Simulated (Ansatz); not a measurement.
```yaml
crystal:
  periodic: [false, false, false]
  atoms:
    - {symbol: C, position_ang: [-0.007985, -0.192191, -0.112533]}
    - {symbol: Br, position_ang: [0.183529, 1.372533, 0.837134]}
    - {symbol: H, position_ang: [-0.352407, -0.123759, -1.131609]}
    - {symbol: H, position_ang: [0.232463, -1.116783, 0.386606]}
basis:
  gaussian: {orbitals: def2-mTZVP}
magnetization: {spin_polarized: true, initial_magnetization: 1}
hamiltonian: {xc: {name: HF}}
correlation: {method: mp2, frozen_orbitals: {C: 0}}
accuracy: high
scf: {lower_state_search: full}
output: {forces: true}
```

```sh
$ ansatz run in.yaml --threads 2 --pin off --events-out ev --progress --plain --max-ram 32768MiB --backend cpu
```

Question: How does Ansatz answer? (Best estimate.)

Answer: Computed: The input was rejected before any iteration.
```
Functional definition: HF
Error: "frozen_orbitals" has no count for Br
```
